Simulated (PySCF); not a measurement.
V²⁺ (vanadium, charge +2): UHF calculation

Configuration: [Ar] 3d3, high-spin 4F determinant. Computed with PySCF 2.14 in aug-cc-pVTZ with one added diffuse shell each of s, p, d, f, g type (9s8p6d4f3g, 118 functions), with the non-relativistic Hamiltonian (point nucleus).

| Quantity | Value |
| --- | --- |
| Total energy | -942.186815 hartree |
| One-electron energy | -1280.8215 hartree |
| Hartree (Coulomb) energy | 382.6210 hartree |
| Exchange energy | -43.9864 hartree |
| Kinetic energy | 942.20448 hartree |
| ⟨S²⟩ | 3.7525 |
| ⟨L²⟩ | 12.033 |
| Sum of ⟨r⟩ | 14.25 bohr |
| Sum of ⟨r²⟩ | 16.33 bohr² |
| Density at the nucleus (Gaussians lack the cusp) | 8110 bohr⁻³ |
| Spin density at the nucleus | -0.246 bohr⁻³ |
| Langevin diamagnetic susceptibility | -12.9 ×10⁻⁶ cm³/mol |

```tsv
shell	electrons	mean orbital energy (hartree)	rms radius, mean of both spins (bohr)
1s α	1	-202.11197	0.0776
1s β	1	-202.11168	0.0776
2s α	1	-24.50408	0.335
2s β	1	-24.44159	0.335
2p α	3	-20.65566	0.304
2p β	3	-20.59296	0.304
3s α	1	-3.88526	1.03
3s β	1	-3.66839	1.03
3p α	3	-2.75407	1.11
3p β	3	-2.48720	1.11
3d α	3	-1.11984	1.42
```

Spin-orbit constants ζ (cm⁻¹) from the X2C one-electron operator on these orbitals (non-relativistic here): bare nucleus, nucleus screened by l(l+1)(2l+1)/3 electrons, and screened by the Breit-Pauli mean field of the electrons.

```tsv
shell	bare	screened nucleus	mean field
2p	39490	36060	n/a
3p	4424	4039	n/a
3d	369.7	208.9	n/a
```

To first order the Landé constant is A = 69.65 cm⁻¹, so the lowest level has J = 3/2 and lies 0.0518 eV below the centre of the term. This holds in LS coupling only.
